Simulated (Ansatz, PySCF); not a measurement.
Reaction (SMILES): CNB(O)O → O[B]O + C[NH] (the B-N bond at the site shown breaks; other sites are not compared here)
Geometries: B3LYP-D3(BJ)/def2-TZVP minima from Ansatz (an electronic-structure program), one conformer each, not searched for the lowest. Frequencies are from Ansatz or PySCF.

Property: bond dissociation energy (enthalpy at 298 K, with B3LYP-D3(BJ) rigid-rotor harmonic-oscillator terms), in kcal/mol. Cores are frozen in the correlated levels unless marked. UHF or UKS for open shells. No spin-orbit coupling. No relativistic terms. CBS marks a two-point X^-3 extrapolation of the correlation energy; Hartree-Fock from the larger set. The bracket is a focal-point correction in the basis named.

| level | program | bond dissociation energy (kcal/mol) |
|---|---|---|
| PBE-D3(BJ)/def2-TZVPD | Ansatz + dftd3 | 117.5 |
| revPBE-D4/def2-TZVPD | Ansatz + dftd4 | 114.5 |
| BHLYP-D4/def2-TZVPD | Ansatz + dftd4 | ? |
| HSE06-D4/def2-TZVPD | Ansatz + dftd4 | ? |
| LC-wPBE-D3(BJ)/def2-TZVPD | Ansatz + dftd3 | 121.5 |
| CCSD(T) with core electrons/cc-pwCVTZ | Ansatz | ? |
| RI-MP2/CBS(aug-cc-pVTZ,aug-cc-pVQZ)+[CCSD(T)-MP2]/aug-cc-pVTZ | Ansatz | 125.0 |

Problem. Fill in the missing entries.

Solution. 
- BHLYP-D4/def2-TZVPD, bond dissociation energy (kcal/mol): 118.4
- HSE06-D4/def2-TZVPD, bond dissociation energy (kcal/mol): 119.3
- CCSD(T) with core electrons/cc-pwCVTZ, bond dissociation energy (kcal/mol): 123.7
